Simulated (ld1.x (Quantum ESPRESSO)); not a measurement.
# Before and after: TM potential for titanium (Ti)

* Element: titanium
* Generator: ld1.x (Quantum ESPRESSO) 7.5
* Type: norm-conserving Troullier–Martins (Kleinman–Bylander form)
* Functional: PBEsol
* Relativity: scalar-relativistic
* Frozen core: [Ne] 3s2
* Valence charge: 10
* Reference configuration: 3p6 3d2 4s2 4p0
* Partial waves: 4s (bound): rc 2.05 bohr; 3d (bound): rc 1.60 bohr; 3p (bound): rc 1.45 bohr
* Local potential: the p channel
* Core correction: none

All-electron outer shells of the reference configuration (PBEsol, scalar-relativistic, ld1.x):

```json
{"shell": "2p", "level (eV)": "-443.92", "outermost node (bohr)": "–", "outermost maximum (bohr)": "0.22"}
{"shell": "3s", "level (eV)": "-62.45", "outermost node (bohr)": "0.40", "outermost maximum (bohr)": "0.87"}
{"shell": "3p", "level (eV)": "-38.77", "outermost node (bohr)": "0.37", "outermost maximum (bohr)": "0.90"}
{"shell": "4s", "level (eV)": "-4.48", "outermost node (bohr)": "1.24", "outermost maximum (bohr)": "2.92"}
{"shell": "3d", "level (eV)": "-4.27", "outermost node (bohr)": "–", "outermost maximum (bohr)": "0.98"}
{"shell": "4p", "level (eV)": "-1.45", "outermost node (bohr)": "1.39", "outermost maximum (bohr)": "3.80"}
```

Change: all radii scaled by about 0.81 (s 1.66, p 1.18, d 1.30 bohr).

Cutoffs: the cutoffs (Ry, on a coarse ladder) from which the occupation-weighted sum of valence levels, in a spherical-Bessel basis at the reference potential, stays within 10 and 1 mRy of its value at 400 Ry; they do not see the model core or the augmentation charge, which bear on the density cutoff. Errors are all-electron minus pseudo energies relative to the spin-unpolarised reference configuration.

Task: Predict the effect on cutoff, ghosts and configuration errors.

Result: The potential gets harder (70 Ry and 90 Ry → 100 Ry and 140 Ry); both files keep a bound ghost (s); of the 7 tests that both files solve, the error grows in 6 and shrinks in 1 by more than 15 % and 0.3 meV (median size 19.2 → 73.2 meV). A smaller radius makes the pseudo-wave follow the all-electron one further in, where it bends more sharply, so more plane waves are needed.

```tsv
quantity	base	changed
cutoff, loose	70 Ry	100 Ry
cutoff, tight	90 Ry	140 Ry
loose cutoff by channel (10 mRy a level)	s 15 Ry, d 70 Ry, p 35 Ry	s 70 Ry, d 90 Ry, p 35 Ry
bound ghosts	s	s
error for 3p6 3d2 4s1 4p0, meV [ΔE 7.36 eV]	-1.9	+8.1
error for 3p6 3d2 4s0 4p0, meV [ΔE 20.83 eV]	+1.5	+78
error for 3p6 3d1 4s0 4p0, meV [ΔE 47.73 eV]	+90	+32
error for 3p6 3d1 4s2 4p0, meV [ΔE 9.76 eV]	-36	-106
error for 3p6 3d2 4s0 4p1, meV [ΔE 11.14 eV]	+19	+79
error for 3p6 3d3 4s0 4p0, meV [ΔE 7.36 eV]	-45	+73
error for 3p6 3d1 4s2 4p1, meV [ΔE 4.70 eV]	+11	-59
```

 A true bound ghost makes a file unfit for plane-wave use even where its test errors are small: the radial tests pick states by their node count and pass the ghost by.
